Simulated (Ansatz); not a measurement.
CH$_{2}$ClNSSi (`N=C1S[SiH]1Cl`). The species carries charge 0 and has multiplicity 1. The structure was optimised at the PBE0-D4/def2-TZVP level. It is one conformer, not always the lowest.

```xyz
7

N    -0.110    1.930   -0.484
C     0.025    0.806    0.045
S     0.785    0.380    1.643
Si   -0.035   -1.000    0.295
Cl    1.175   -2.247   -0.758
H    -0.570    1.854   -1.390
H    -1.270   -1.723    0.648
```

Problem. What is the dipole moment at ωB97M-V/def2-TZVPP? (Best estimate.)

Solution. The calculation gave: 2.58 D, with components (-1.37, -2.02, -0.81) D in this frame, pointing from negative to positive charge.

Problem. And with PBE, r2SCAN, B3LYP? (Estimate.)

Solution. Ansatz gave: PBE 2.25 D, r2SCAN 2.38 D, B3LYP 2.49 D.

Problem. Give the Mulliken charges with ωB97M-V, r2SCAN, B3LYP in def2-TZVPP. (Estimate.)

Solution. Computed: 
```json
{"atom": "N1", "ωB97M-V": "-0.21", "r2SCAN": "-0.29", "B3LYP": "-0.22"}
{"atom": "C2", "ωB97M-V": "-0.03", "r2SCAN": "0.00", "B3LYP": "-0.02"}
{"atom": "S3", "ωB97M-V": "-0.09", "r2SCAN": "-0.13", "B3LYP": "-0.13"}
{"atom": "Si4", "ωB97M-V": "0.36", "r2SCAN": "0.50", "B3LYP": "0.44"}
{"atom": "Cl5", "ωB97M-V": "-0.17", "r2SCAN": "-0.21", "B3LYP": "-0.20"}
{"atom": "H6", "ωB97M-V": "0.14", "r2SCAN": "0.18", "B3LYP": "0.16"}
{"atom": "H7", "ωB97M-V": "0.00", "r2SCAN": "-0.05", "B3LYP": "-0.04"}
```

B3LYP here is the variant with VWN-RPA as its local correlation; programs differ in this.
